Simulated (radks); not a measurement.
Q: The magnesium ion Mg11+, 1s1. Method: non-relativistic Kohn-Sham, PBE, spin-polarised, spherical densities, point nucleus; computed with a radial shooting solver on a logarithmic mesh with Libxc functionals. Every spin shell is full or empty, so the densities are truly spherical. Functionals are evaluated on that one density, not self-consistently. Rank these exchange functionals by their error against the exact value of the orbitals, and give that value: LDA, PBE, RPBE, OPTX, G96, EV93, TPSS, SCAN, MS2, Tao-Mo, MVS.

A: Exact: -3.74370 hartree. From best to worst, with 100 (|E| - |E exact|)/|E exact| (equal figures are ties): SCAN +0.02, TPSS +0.02, MVS +0.02, MS2 +0.02, Tao-Mo +0.03, RPBE -0.38, G96 -0.39, OPTX -0.58, PBE -2.06, EV93 +3.74, LDA -14.21.
